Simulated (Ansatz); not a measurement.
Born–Oppenheimer molecular dynamics of CH$_{8}$O$_{2}$Si$_{2}$ (13 atoms, charge 0, multiplicity 1). It starts at the highest image of a converged band. Of that band: Neighbouring images differ by up to 2.1 eV, so the band resolves the path poorly. A vibrational analysis at the climbing image gives one clearly imaginary mode, 163i cm⁻¹: a first-order saddle point.

All numbers below come from Ansatz, RKS PBE-D4/def2-SVP.

* ensemble: NVE (velocity Verlet)
* time step: 0.5 fs
* steps asked: 200
* starting velocities drawn for: 300 K
* seed: 6725

First frame:

```xyz
13
Properties=species:S:1:pos:R:3
O -2.493 0.959 0.510
C -1.022 -0.085 -0.072
Si 0.603 0.629 0.259
O 1.409 1.978 -0.389
Si 1.267 -1.579 -0.330
H -2.073 1.478 1.229
H -1.387 -0.193 -1.115
H -2.833 0.169 0.979
H 0.797 0.852 1.733
H 1.414 1.994 -1.364
H 0.403 -2.166 -1.415
H 1.256 -2.494 0.866
H 2.680 -1.576 -0.876
```

(1) How far do the bonds stretch over the last three quarters of this one trajectory? (Pairs bonded in most of those frames.)

## Answers

(1) 
```tsv
bond	mean (Å)	spread (Å)	shortest	longest
O1–H6	0.978	0.017	0.95	1.01
O1–H8	0.983	0.007	0.97	1.00
C2–Si3	1.754	0.029	1.68	1.79
C2–H7	1.113	0.015	1.08	1.14
Si3–O4	1.680	0.028	1.62	1.72
Si3–Si5	2.500	0.100	2.35	2.78
Si3–H9	1.498	0.021	1.47	1.54
O4–H10	0.978	0.021	0.95	1.01
Si5–H11	1.505	0.005	1.50	1.51
Si5–H12	1.507	0.012	1.49	1.53
Si5–H13	1.523	0.041	1.46	1.59
```

Mean temperature of the second half: 553 K. The conserved energy stayed within 0.16 meV per atom of its start (net change 0.087 meV per atom), so the integration is sound. The kinetic energy rose, since the run started high on the potential surface and went downhill. It ends in pieces (CH6OSi2 + H2O), so much of that is their flight and rotation, not heat. A run of 0.1 ps of so small a system gives no equilibrium averages. The orbitals stay closed-shell, which can raise the energy where a bond breaks towards radicals; this wasn't checked here.

Time of the run: 6.8 min on 2 threads of AMD EPYC 7R43 64-Core Processor (Zen 3), with other jobs on the host, peak memory 0.17 GiB.
